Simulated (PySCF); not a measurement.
# A series of related molecules

Method used: GIAO B3LYP/pcSseg-1 magnetisability, rotational g tensor and spin-rotation constants, non-relativistic, gas phase in PySCF 2.14.0. Geometry: GFN2-xTB.

Each molecule in one low-energy conformer.

(1) How does the isotropic susceptibility change along this series?
- COC[Si@H](P)O[SiH3] (H on Si replaced by CH2OCH3)
- CC[Si@@H](P)O[SiH3] (H on Si replaced by C2H5)
- C=CC[Si@@H](P)O[SiH3] (H on Si replaced by allyl)
- C#C[Si@@H](P)O[SiH3] (H on Si replaced by ethynyl)

## Answers

(1) 
| molecule | χ, cgs (10⁻⁶ cm³/mol) | magnetisability anisotropy (10⁻³⁰ J/T²) |
| --- | --- | --- |
| COC[Si@H](P)O[SiH3] | -88.6 | 206 |
| CC[Si@@H](P)O[SiH3] | -84.7 | 186 |
| C=CC[Si@@H](P)O[SiH3] | -87.0 | 238 |
| C#C[Si@@H](P)O[SiH3] | -76.5 | 182 |

The isotropic susceptibility is lowest for COC[Si@H](P)O[SiH3] and highest for C#C[Si@@H](P)O[SiH3].
